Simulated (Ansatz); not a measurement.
A nudged elastic band was laid between two geometries of C$_{2}$H$_{6}$BFSi (11 atoms, charge 0, multiplicity 1).

Method: RKS r2SCANh/cc-pVDZ in Ansatz.

| Item | Value |
| --- | --- |
| movable images | 5 |
| climbing image | yes |
| spring | 5.0 eV/Å² |
| optimiser | quadratic models (default) |
| start path | through a guess of the saddle point |
| force threshold | 0.05 eV/Å |
| iteration limit | 60 |
| end points | relaxed |

First end point:

```xyz
11
Properties=species:S:1:pos:R:3
B -0.864 1.440 -0.124
C 0.019 0.172 -0.254
C 0.683 -0.039 -1.416
Si 0.202 -1.043 1.155
F -1.268 -1.730 1.460
H -0.991 2.167 -1.080
H -1.417 1.720 0.911
H 1.334 -0.906 -1.584
H 0.599 0.667 -2.251
H 1.146 -2.142 0.791
H 0.620 -0.361 2.413
```

Last end point:

```xyz
11
Properties=species:S:1:pos:R:3
B -0.866 1.439 -0.125
C 0.020 0.172 -0.253
C 0.686 -0.037 -1.414
Si 0.202 -1.044 1.155
F -1.270 -1.724 1.464
H -1.426 1.717 0.906
H -0.988 2.167 -1.081
H 1.338 -0.903 -1.582
H 0.601 0.669 -2.249
H 1.141 -2.147 0.788
H 0.627 -0.365 2.413
```

(1) What changes between the two ends?

(2) What energy profile does the band end with?

(3) What is the geometry of the highest image?

(4) What are the harmonic wavenumbers there?

Answers

(1) No bond is made or broken. The dihedral H6–B1–C2–Si4 goes from -177 to 3°. The two ends are copies of one structure, up to a mirror image or an exchange of like atoms.

(2) It converged. The highest image is number 3 of 0 to 6, 3.5 kcal/mol above the ends, which have the same energy within 2 meV. A vibrational analysis at the climbing image gives one clearly imaginary mode, 167i cm⁻¹: a first-order saddle point.

```json
{"image": "0", "path coordinate (Å)": "0.00", "energy (kcal/mol)": "0.0", "dihedral H6–B1–C2–Si4 (°)": "-177"}
{"image": "1", "path coordinate (Å)": "0.76", "energy (kcal/mol)": "0.8", "dihedral H6–B1–C2–Si4 (°)": "-149"}
{"image": "2", "path coordinate (Å)": "1.52", "energy (kcal/mol)": "2.7", "dihedral H6–B1–C2–Si4 (°)": "-117"}
{"image": "3", "path coordinate (Å)": "2.28", "energy (kcal/mol)": "3.5", "dihedral H6–B1–C2–Si4 (°)": "-84"}
{"image": "4", "path coordinate (Å)": "3.03", "energy (kcal/mol)": "2.7", "dihedral H6–B1–C2–Si4 (°)": "-54"}
{"image": "5", "path coordinate (Å)": "3.78", "energy (kcal/mol)": "0.7", "dihedral H6–B1–C2–Si4 (°)": "-24"}
{"image": "6", "path coordinate (Å)": "4.54", "energy (kcal/mol)": "0.0", "dihedral H6–B1–C2–Si4 (°)": "3"}
```

(3) 
```xyz
11
Properties=species:S:1:pos:R:3
B -0.875 1.450 -0.085
C 0.043 0.242 -0.323
C 0.832 -0.033 -1.380
Si 0.102 -1.027 1.064
F -1.393 -1.692 1.274
H -2.055 1.379 -0.323
H -0.444 2.457 0.424
H 1.441 -0.942 -1.433
H 0.902 0.635 -2.245
H 1.049 -2.109 0.673
H 0.463 -0.417 2.376
```

(4) 167i, 54, 142, 201, 285, 381, 580, 630, 676, 745, 844, 895, 916, 943, 958, 964, 1012, 1143, 1222, 1465, 1661, 2233, 2247, 2584, 2666, 3127, 3219 cm⁻¹.

Time of the run: 2.8 min on 2 threads of Intel(R) Xeon(R) 6975P-C (Granite Rapids), with other jobs on the host, peak memory 0.27 GiB.
